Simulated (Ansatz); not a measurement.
`C[O][Sn]([CH3])([NH2])[Cl]` → `CCl` + `C[O][Sn][NH2]`  (stannylene formation by 1,1-elimination)

Calculated with Ansatz (gas phase, PBE0-D4/def2-TZVP geometries, no zero-point term in ΔE). CBS: MP2 limit from def2 TZ/QZ plus the TZ coupled-cluster correction, frozen cores. This one scheme is used for every species. DFT in def2-TZVPP. B3LYP here is the variant with VWN-RPA as its local correlation; programs differ in this. def2 core potentials past Kr. For Sn outer-core shells are correlated without core-valence functions, which leaves a few kJ/mol of doubt a bond. Each species was taken in one conformer, which may not be the lowest.

```json
{"level": "PBE-D4", "ΔE (kcal/mol)": "24.9", "difference from CCSD(T)/CBS": "-6.8"}
{"level": "r2SCAN-D4", "ΔE (kcal/mol)": "29.6", "difference from CCSD(T)/CBS": "-2.1"}
{"level": "PBE0-D4", "ΔE (kcal/mol)": "29.6", "difference from CCSD(T)/CBS": "-2.1"}
{"level": "B3LYP-D4", "ΔE (kcal/mol)": "24.1", "difference from CCSD(T)/CBS": "-7.6"}
{"level": "ωB97X-V", "ΔE (kcal/mol)": "31.3", "difference from CCSD(T)/CBS": "-0.4"}
{"level": "ωB97M-V", "ΔE (kcal/mol)": "29.4", "difference from CCSD(T)/CBS": "-2.3"}
{"level": "B2PLYP", "ΔE (kcal/mol)": "25.0", "difference from CCSD(T)/CBS": "-6.7"}
{"level": "PBE", "ΔE (kcal/mol)": "22.6", "difference from CCSD(T)/CBS": "-9.1"}
{"level": "r2SCAN", "ΔE (kcal/mol)": "28.8", "difference from CCSD(T)/CBS": "-2.9"}
{"level": "PBE0", "ΔE (kcal/mol)": "27.5", "difference from CCSD(T)/CBS": "-4.2"}
{"level": "B3LYP", "ΔE (kcal/mol)": "20.5", "difference from CCSD(T)/CBS": "-11.2"}
{"level": "HF/def2-TZVPP", "ΔE (kcal/mol)": "28.9", "difference from CCSD(T)/CBS": "-2.8"}
{"level": "MP2/def2-TZVPP", "ΔE (kcal/mol)": "31.8", "difference from CCSD(T)/CBS": "0.1"}
{"level": "SCS-MP2/def2-TZVPP", "ΔE (kcal/mol)": "29.3", "difference from CCSD(T)/CBS": "-2.4"}
{"level": "CCSD/def2-TZVPP", "ΔE (kcal/mol)": "30.6", "difference from CCSD(T)/CBS": "-1.1"}
{"level": "CCSD(T)/def2-TZVPP", "ΔE (kcal/mol)": "31.2", "difference from CCSD(T)/CBS": "-0.5"}
{"level": "HF/def2-QZVPP", "ΔE (kcal/mol)": "28.8", "difference from CCSD(T)/CBS": "-2.9"}
{"level": "MP2/def2-QZVPP", "ΔE (kcal/mol)": "32.1", "difference from CCSD(T)/CBS": "0.4"}
{"level": "SCS-MP2/def2-QZVPP", "ΔE (kcal/mol)": "29.8", "difference from CCSD(T)/CBS": "-1.9"}
{"level": "HF/CBS(def2)", "ΔE (kcal/mol)": "28.8", "difference from CCSD(T)/CBS": "-2.9"}
{"level": "MP2/CBS(def2)", "ΔE (kcal/mol)": "32.3", "difference from CCSD(T)/CBS": "0.6"}
{"level": "CCSD/CBS(def2)", "ΔE (kcal/mol)": "31.1", "difference from CCSD(T)/CBS": "-0.6"}
{"level": "CCSD(T)/CBS", "ΔE (kcal/mol)": "31.7", "difference from CCSD(T)/CBS": "0"}
```

Largest T1 diagnostic among the species: 0.017.

The D4 term adds +3.5 kcal/mol with B3LYP and +2.1 kcal/mol with PBE0; it sums over pairs of atoms, weighted by their polarisabilities, and B3LYP, whose exchange is more repulsive, gets the larger term. In def2-TZVPP, CCSD(T) changes the Hartree–Fock value by +2.3 kcal/mol (the triples alone add +0.6 kcal/mol) and MP2 by +2.9 kcal/mol.
